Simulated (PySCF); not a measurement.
**C₆ coefficients of unlike pairs at TPSSh**

Calculated with PySCF 2.14 from the dipole response of each species, C₆(A,B) = (3/π) ∫ α_A(iu) α_B(iu) du, in atomic units, from isotropic polarisabilities. For ions this is the dispersion term alone; charge-induced terms of lower order in 1/R come first.

```
species           configuration                                                                                              basis      relativity  α (bohr³)  C₆ (like pair)
     Co       [Ar] 3d7 4s2 (4F)                                                                     aug-cc-pwCVTZ-DK (10s9p7d4f3g)   spin-free X2C      57.13           493.1
    Ga⁺      [Ar] 3d10 4s2 (1S)  aug-cc-pVQZ-PP with one added diffuse shell each of s, p, d, f, g type with ECP10MDF (8s7p6d4f3g)  core potential      18.96           97.41
    Se⁺  [Ar] 3d10 4s2 4p3 (4S)  aug-cc-pVQZ-PP with one added diffuse shell each of s, p, d, f, g type with ECP10MDF (8s7p6d4f3g)  core potential      14.27           88.13
     Sr           [Kr] 5s2 (1S)                aug-cc-pwCVTZ-X2C with one added diffuse shell each of s, p, d, f type (11s10p8d4f)   spin-free X2C      219.5            3765
```

Q: Estimate C₆ for Ga⁺ with Co.

A: The integral gives 212.3. The combination rule 2 C_A C_B / (C_A α_B/α_A + C_B α_A/α_B) gives 210.1 and the geometric mean 219.2.

No spin-orbit coupling is included.

The other pairs:

| pair | C₆ |
| --- | --- |
| Sr, Se⁺ | 434.2 |
| Sr, Ga⁺ | 516.5 |
| Se⁺, Co | 188.5 |
| Se⁺, Ga⁺ | 90.74 |
| Sr, Co | 1296 |
